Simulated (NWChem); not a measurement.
Program: NWChem. System: In (+1), charge 1, spin multiplicity 1. Level: MP2/def2-TZVP with def2 effective core potentials on In, 4 core orbitals frozen.

Job file:

```
start mol
memory heap 200 mb stack 900 mb global 1100 mb
charge 1
geometry units angstroms nocenter noautoz
  In     0.000000     0.000000     0.000000
  symmetry group D2h
end
basis spherical
  * library def2-tzvp
end
ecp
  In library def2-ecp
end
scf
  rhf
  nopen 0
  maxiter 100
  thresh 1e-7
  semidirect memsize 60000000 filesize 0
end
mp2
  freeze core 4
end
task mp2 energy
```

Output (cleaned and shortened):

```
             Northwest Computational Chemistry Package (NWChem) 7.3.0
             --------------------------------------------------------

                                NWChem Input Module
                                -------------------

 Scaling coordinates for geometry "geometry" by  1.889725989
 (inverse scale =  0.529177249)

                             Geometry "geometry" -> ""
                             -------------------------

 Output coordinates in angstroms (scale by  1.889725989 to convert to a.u.)

  No.       Tag          Charge          X              Y              Z
 ---- ---------------- ---------- -------------- -------------- --------------
    1 In                  49.0000     0.00000000     0.00000000     0.00000000

 Effective nuclear repulsion energy (a.u.)       0.0000000000

            Nuclear Dipole moment (a.u.)
            ----------------------------
        X                 Y               Z
 ---------------- ---------------- ----------------
     0.0000000000     0.0000000000     0.0000000000

      Symmetry information
      --------------------

 Group name             D2h
 Group number             26
 Group order               8
 No. of unique centers     1

      Symmetry unique atoms

     1


 Summary of "ao basis" -> "" (spherical)
 ------------------------------------------------------------------------------
       Tag                 Description            Shells   Functions and Types
 ---------------- ------------------------------  ------  ---------------------
 *                         def2-tzvp                  on all atoms

 Summary of "ao basis" -> "ao basis" (spherical)
 ------------------------------------------------------------------------------
       Tag                 Description            Shells   Functions and Types
 ---------------- ------------------------------  ------  ---------------------
 In                        def2-tzvp                16       50   6s5p3d2f

                                 NWChem SCF Module
                                 -----------------

  ao basis        = "ao basis"
  functions       =    50
  atoms           =     1
  closed shells   =    10
  open shells     =     0
  charge          =   1.00
  wavefunction    = RHF
  use symmetry    = T
  symmetry adapt  = T

 Summary of "ao basis" -> "ao basis" (spherical)
 ------------------------------------------------------------------------------
       Tag                 Description            Shells   Functions and Types
 ---------------- ------------------------------  ------  ---------------------
 In                        def2-tzvp                16       50   6s5p3d2f

      Symmetry analysis of basis
      --------------------------

        ag         12
        au          2
        b1g         3
        b1u         9
        b2g         3
        b2u         9
        b3g         3
        b3u         9

 Forming initial guess at       0.1s

      Superposition of Atomic Density Guess
      -------------------------------------

 Sum of atomic energies:        -218.05941982

 Renormalizing density from      21.00 to     20

      Non-variational initial energy
      ------------------------------

 Total energy =    -186.713855
 1-e energy   =    -318.900478
 2-e energy   =     132.186622
 HOMO         =      -0.794717
 LUMO         =      -0.316890

      Symmetry analysis of molecular orbitals - initial
      -------------------------------------------------

 !! scf_movecs_sym_adapt:   44 vectors were symmetry contaminated
[...]
   Bfn.  Coefficient  Atom+Function         Bfn.  Coefficient  Atom+Function
  ----- ------------  ---------------      ----- ------------  ---------------
     5      0.838808  1 In s                  2      0.738590  1 In s
     1     -0.543750  1 In s                  3     -0.430117  1 In s
     6      0.386707  1 In s                  4     -0.344350  1 In s

 Vector   11  Occ=0.000000D+00  E=-1.832312D-01  Symmetry=b1u
              MO Center=  1.6D-34,  2.6D-34, -2.4D-19, r^2= 4.9D+00
   Bfn.  Coefficient  Atom+Function         Bfn.  Coefficient  Atom+Function
  ----- ------------  ---------------      ----- ------------  ---------------
    18      0.546258  1 In pz                21      0.357829  1 In pz
    12     -0.277104  1 In pz                15      0.254739  1 In pz

 Vector   12  Occ=0.000000D+00  E=-1.832312D-01  Symmetry=b3u
              MO Center=  1.1D-15, -8.4D-32, -6.7D-32, r^2= 4.9D+00
   Bfn.  Coefficient  Atom+Function         Bfn.  Coefficient  Atom+Function
  ----- ------------  ---------------      ----- ------------  ---------------
    16      0.546258  1 In px                19      0.357829  1 In px
    10     -0.277104  1 In px                13      0.254739  1 In px

 Vector   13  Occ=0.000000D+00  E=-1.832312D-01  Symmetry=b2u
              MO Center= -2.0D-34,  4.3D-19, -4.2D-34, r^2= 4.9D+00
   Bfn.  Coefficient  Atom+Function         Bfn.  Coefficient  Atom+Function
  ----- ------------  ---------------      ----- ------------  ---------------
    17      0.546258  1 In py                20      0.357829  1 In py
    11     -0.277104  1 In py                14      0.254739  1 In py

 center of mass
 --------------
 x =   0.00000000 y =   0.00000000 z =   0.00000000

 moments of inertia (a.u.)
 ------------------
           0.000000000000           0.000000000000           0.000000000000
           0.000000000000           0.000000000000           0.000000000000
           0.000000000000           0.000000000000           0.000000000000

  Mulliken analysis of the total density
  --------------------------------------

    Atom       Charge   Shell Charges
 -----------   ------   -------------------------------------------------------
    1 In  21    20.00   0.41 -0.85  1.59  0.84  1.33  0.68 -0.40  6.37  0.04 -0.00  0.00  8.95  1.03  0.02  0.00  0.00

       Multipole analysis of the density wrt the origin
       ------------------------------------------------

     L   x y z        total         open         nuclear
     -   - - -        -----         ----         -------
     0   0 0 0      1.000000      0.000000     21.000000

     1   1 0 0      0.000000      0.000000      0.000000
     1   0 1 0     -0.000000      0.000000      0.000000
     1   0 0 1     -0.000000      0.000000      0.000000

     2   2 0 0    -12.994008      0.000000      0.000000
     2   1 1 0     -0.000000      0.000000      0.000000
     2   1 0 1      0.000000      0.000000      0.000000
     2   0 2 0    -12.994008      0.000000      0.000000
     2   0 1 1     -0.000000      0.000000      0.000000
     2   0 0 2    -12.994008      0.000000      0.000000

                   NWChem MP2 Semi-direct Energy/Gradient Module
                   ---------------------------------------------

  Basis functions       =     50
  Molecular orbitals    =     50
  Frozen core           =      4
  Frozen virtuals       =      0
  Active alpha occupied =      6
  Active beta occupied  =      6
  Active alpha virtual  =     40
  Active beta virtual   =     40
  Use MO symmetry       = T
  Use skeleton AO sym   = T

  AO/Fock/Back tols     =   1.0D-09  1.0D-09  1.0D-09

 GA uses MA = F    GA memory limited = T

 Available:
  local mem=  1.26D+08
 global mem=  1.44D+08
 local disk=  0.00D+00
  mp2_memr nvloc                    40
  nvloc new                    40
   1 passes of   6:        3145728                      17095                   1044742.
   1 passes of   6: M    126143244           G      144174200           F     122997516.

 Semi-direct pass number   1 of   1  for RHF alpha+beta  at        0.8s
  vrange nnbf                  1275
  mp2_eaftype                    10  avail_ma_in_mb                  1099
 EAF : mp2_eaftype filesize          10     522371.
  mp2_eaf for mointskh                     10
Node 0 wrote      2.4 Mb in      0.0 s     Agg I/O rate:   568.2 Mb/s
 Done moints_semi at        2.0s
  mp2_eaftype                    10  avail_ma_in_mb                  1089
 EAF : mp2_eaftype filesize          10     522371.
  mp2_eaf for kh                    10
 Done maket at        2.0s
 Done multipass loop at        2.0s

          -------------------------------------------
          SCF energy                -189.018250145276
          Correlation energy          -0.240318868385
          Singlet pairs               -0.116793871458
          Triplet pairs               -0.123524996927
          Total MP2 energy          -189.258569013660
          -------------------------------------------

          ---------------------------------------------------
                    Spin Component Scaled (SCS) MP2
          Same spin pairs                     -0.082349997951
          Same spin scaling factor             0.333333333333
          Opposite spin pairs                 -0.157968870434
          Opposite spin scaling fact.          1.200000000000
          SCS-MP2 correlation energy          -0.217012643837
          Total SCS-MP2 energy              -189.235262789113
          ---------------------------------------------------

 -----------------------
 Performance information
 -----------------------

 Timer overhead =  1.91D-07 seconds/call

               Nr. of calls         CPU time (s)                 Wall time (s)                GFlops
             ---------------    -------------------     ------------------------------   -------------------
Name         Min   Avg   Max    Min     Avg     Max     Min     Avg     Max   Mx/calls   Min     Max     Sum
mp2: moin     1     1     1    1.2     1.2     1.2      1.2     1.2     1.2     1.2      0.0     0.0     0.0
mp2: make     1     1     1   2.08E-2 2.08E-2 2.08E-2  2.08E-2 2.08E-2 2.08E-2 2.08E-2   0.0     0.0     0.0
mp2: tota     1     1     1    1.3     1.3     1.3      1.3     1.3     1.3     1.3      0.0     0.0     0.0

 The average no. of pstat calls per process was 3.00D+00
 with a timing overhead of 5.74D-07s

 Task  times  cpu:        2.0s     wall:        2.0s

 Total times  cpu:        2.0s     wall:        2.0s
```
